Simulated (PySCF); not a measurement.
# State search for SrS⁺

Unrestricted PBE0; PySCF, scalar-relativistic core potentials, basis sets Sr def2-SVP with ECP28, S def2-SVP. Outer shells of the fragments: Sr+ 5s1; S 3s2 3p4.

Followed along the bond (rough minima from three points):

| 2Ms+1 | unpaired | ⟨S²⟩ at the start | R at minimum (Å) | Te (eV) |
| --- | --- | --- | --- | --- |
| 2 | π ↑ | 0.75 | 2.64 | 0.00 |
| 2 | σ ↑ | 0.75 | 2.50 | 0.54 |
| 4 | σ ↑, π ↑↑ | 3.75 | none in the scan | ≤ 2.29 |

Solutions found at the starting distance of 2.795 Å, counted from the lowest of them; the search is not exhaustive and high or unbound solutions are not listed, so other states can lie among these:

```json
{"2Ms+1": "2", "unpaired": "π ↑", "term": "²Π", "E (eV)": "0.00", "⟨S²⟩": "0.75", "⟨Lz²⟩": "1.01", "μ (D)": "-9.46"}
{"2Ms+1": "2", "unpaired": "σ ↑", "term": "²Σ⁺", "E (eV)": "0.77", "⟨S²⟩": "0.75", "⟨Lz²⟩": "0.00", "μ (D)": "-9.79"}
{"2Ms+1": "4", "unpaired": "σ ↑, π ↑↑", "term": "⁴Σ⁻", "E (eV)": "2.41", "⟨S²⟩": "3.75", "⟨Lz²⟩": "0.00", "μ (D)": "-0.78"}
{"2Ms+1": "2", "unpaired": "σ ↓, π ↑↑", "term": "mixed", "E (eV)": "2.44", "⟨S²⟩": "1.75", "⟨Lz²⟩": "0.00", "μ (D)": "-0.70"}
{"2Ms+1": "2", "unpaired": "σ ↑, π ↑↓", "term": "mixed", "E (eV)": "2.86", "⟨S²⟩": "1.76", "⟨Lz²⟩": "2.02", "μ (D)": "-0.73"}
{"2Ms+1": "4", "unpaired": "σ ↑↑, π ↑", "term": "⁴Π", "E (eV)": "2.98", "⟨S²⟩": "3.75", "⟨Lz²⟩": "1.01", "μ (D)": "-0.94"}
{"2Ms+1": "4", "unpaired": "π ↑↑, δ ↑", "term": "⁴Δ", "E (eV)": "3.85", "⟨S²⟩": "3.75", "⟨Lz²⟩": "4.00", "μ (D)": "-1.62"}
{"2Ms+1": "2", "unpaired": "π ↑↑, δ ↓", "term": "mixed", "E (eV)": "3.86", "⟨S²⟩": "1.75", "⟨Lz²⟩": "4.00", "μ (D)": "-1.63"}
{"2Ms+1": "4", "unpaired": "π ↑↑↑", "term": "⁴Π", "E (eV)": "3.95", "⟨S²⟩": "3.75", "⟨Lz²⟩": "1.00", "μ (D)": "-1.17"}
{"2Ms+1": "2", "unpaired": "σ ↑", "term": "mixed", "E (eV)": "4.28", "⟨S²⟩": "0.75", "⟨Lz²⟩": "2.02", "μ (D)": "-0.66"}
```

A term symbol is given only where ⟨S²⟩ and ⟨Lz²⟩ are close to those of a pure state; real π, δ and φ orbitals otherwise mix terms. A positive dipole points towards S; it is taken about the centre of mass and depends on that origin.

**Question.** Compare the gap between the two lowest followed solutions at the starting distance with the gap between their minima.

**Answer.** At PBE0 the second solution (doublet, unpaired electrons σ ↑) lies +0.77 eV from the first (doublet, unpaired electrons π ↑) at 2.795 Å and +0.54 eV at the minima; the two curves relax by different amounts, since their minima lie near 2.50 and 2.64 Å.

Spin–orbit coupling is left out. Counting both spins, an empty level lies below a filled one in some of these solutions, because spin and occupation are held.
